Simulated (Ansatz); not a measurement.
Ca2F4, 6 atoms. Hardware: 4 threads of Arm Neoverse V2 on a shared host.

Correlated methods freeze 14 core orbitals; core or outer-core shells of Ca are correlated, in sets that lack core-valence functions.

Problem. How many basis functions does each of these Ansatz runs have, and roughly what does it cost? PBE0-D4/def2-SVP, charge -1 doublet at the geometry of the charge 0 singlet, energy with a search over starts; CCSD(T)/def2-SVP, charge 1 doublet at the geometry of the charge 0 singlet, energy, from earlier orbitals; PBE-D4/def2-TZVPD, charge -1 doublet, energy, from earlier orbitals; PBE0-D4/def2-TZVP, charge 0 triplet at the geometry of the charge 0 singlet, energy; HF/def2-TZVP, charge 0 singlet, energy, from earlier orbitals; PBE0-D4/def2-TZVPD, charge 0 singlet, energy, from earlier orbitals; PBE0-D4/def2-SVP, charge 0 singlet, energy, from earlier orbitals; r2SCAN-D4/def2-TZVP, charge 0 triplet at the geometry of the charge 0 singlet, energy, from earlier orbitals; CCSD(T)/def2-SVP, charge 0 singlet, energy, from earlier orbitals; PBE-D4/def2-TZVP, charge 1 doublet at the geometry of the charge 0 singlet, energy, from earlier orbitals; PBE-D4/def2-TZVPD, charge -1 doublet at the geometry of the charge 0 singlet, energy, from earlier orbitals; r2SCAN-D4/def2-TZVP, charge 1 doublet at the geometry of the charge 0 singlet, energy, from earlier orbitals.

Solution. Other jobs shared the machine, so times can vary by a factor of up to 3. A dash marks memory too small to be measured apart from the calling script's.

```csv
run,functions,fitting or Cholesky vectors,wall time,peak host memory (GiB)
"PBE0-D4/def2-SVP, charge 0 singlet, energy, from earlier orbitals",104,1072,1.2 s,–
"HF/def2-TZVP, charge 0 singlet, energy, from earlier orbitals",196,1718,1.5 s,0.6
"PBE0-D4/def2-SVP, charge -1 doublet at the geometry of the charge 0 singlet, energy with a search over starts",104,1072,2.9 s,–
"PBE0-D4/def2-TZVPD, charge 0 singlet, energy, from earlier orbitals",232,1586,3.1 s,0.75
"PBE-D4/def2-TZVPD, charge -1 doublet at the geometry of the charge 0 singlet, energy, from earlier orbitals",232,1522,4.4 s,–
"PBE-D4/def2-TZVPD, charge -1 doublet, energy, from earlier orbitals",232,1522,4.6 s,–
"CCSD(T)/def2-SVP, charge 0 singlet, energy, from earlier orbitals",104,1072,6.5 s,–
"PBE-D4/def2-TZVP, charge 1 doublet at the geometry of the charge 0 singlet, energy, from earlier orbitals",196,1358,7.5 s,–
"r2SCAN-D4/def2-TZVP, charge 0 triplet at the geometry of the charge 0 singlet, energy, from earlier orbitals",196,1358,21 s,0.6
"r2SCAN-D4/def2-TZVP, charge 1 doublet at the geometry of the charge 0 singlet, energy, from earlier orbitals",196,1358,21 s,0.6
"PBE0-D4/def2-TZVP, charge 0 triplet at the geometry of the charge 0 singlet, energy",196,1422,24 s,1.2
"CCSD(T)/def2-SVP, charge 1 doublet at the geometry of the charge 0 singlet, energy, from earlier orbitals",104,1072,40 s,1.2
```
